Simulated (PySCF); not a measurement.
OsO4, SMILES [O]=[Os](=[O])(=[O])=[O], multiplicity 1. Atoms are numbered in the order given.

```xyz
5

Os     0.0000     0.0000     0.0000
O     -0.9851     0.9851    -0.9851
O      0.9851     0.9851     0.9851
O      0.9851    -0.9851    -0.9851
O     -0.9851    -0.9851     0.9851
```
Charge 0, spin multiplicity 1.

Geometry: B3LYP-D3(BJ)/def2-SVP. The multiplicity is an assumed one; other spin states were not compared. The isomer is the one that the SMILES or the coordinates give; other isomers of the formula were not compared. The def2 effective core potentials stand for the cores of Os; spin–orbit coupling is left out.

These are PBE/def2-TZVP (PySCF) values and carry that method's errors.

The molecule is in vacuum.

The total energy is -391.56306 hartree, the point group is Td and the highest occupied level is -8.94 eV. The lowest empty level is -4.87 eV, the orbital gap comes out as 4.07 eV and the dipole moment is 0.00 D. The quadrupole, principal values (traceless, Buckingham form, about the centre of nuclear charge) is 0.00, 0.00, 0.00 D·Å and the mean static polarisability is 46.6 bohr³ (6.91 Å³). The polarisability, principal values comes out as 46.6, 46.6, 46.6 bohr³.
